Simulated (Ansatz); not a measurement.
C2H8SSi2 (`[SiH3][SiH2]CC=S`), relaxed with RKS PBE-D4/def2-SVP in Ansatz from a rough embedded geometry. The force threshold is 0.03 eV/Å; the program also tests the step.

Charge 0, multiplicity 1.

Start:

```xyz
13

Si   -0.872    1.457    1.216
Si    0.662    0.850   -0.350
C     0.884   -1.017   -0.363
C    -0.231   -1.760   -0.975
S    -1.140   -2.840    0.045
H    -2.249    0.826    0.831
H    -0.511    0.913    2.536
H    -1.049    2.890    1.259
H     1.935    1.536   -0.060
H     0.239    1.326   -1.718
H     1.166   -1.336    0.614
H     1.746   -1.209   -1.072
H    -0.582   -1.636   -1.964
```

(1) How much energy does the relaxation release, and in how many steps? (Estimate.)

(2) Which bonds change most? (Best estimate.)

(3) Give the relaxed structure. (Best estimate.)

## Answers

(1) The calculation gave: 13.92 kcal/mol, in 12 steps, 2 of them rejected.

(2) Ansatz gave: C4–S5 from 1.742 to 1.639 Å; Si1–Si2 from 2.275 to 2.355 Å; Si1–H8 from 1.444 to 1.509 Å; Si1–H6 from 1.562 to 1.502 Å.

(3) Ansatz gave: 
```xyz
13

Si   -0.984    1.321    1.228
Si    0.643    0.858   -0.411
C     1.013   -1.040   -0.474
C    -0.227   -1.760   -0.845
S    -1.443   -2.152    0.182
H    -2.355    0.878    0.806
H    -0.607    0.688    2.538
H    -1.009    2.819    1.415
H     1.940    1.557   -0.092
H     0.184    1.316   -1.771
H     1.346   -1.299    0.553
H     1.837   -1.202   -1.199
H    -0.338   -1.983   -1.930
```
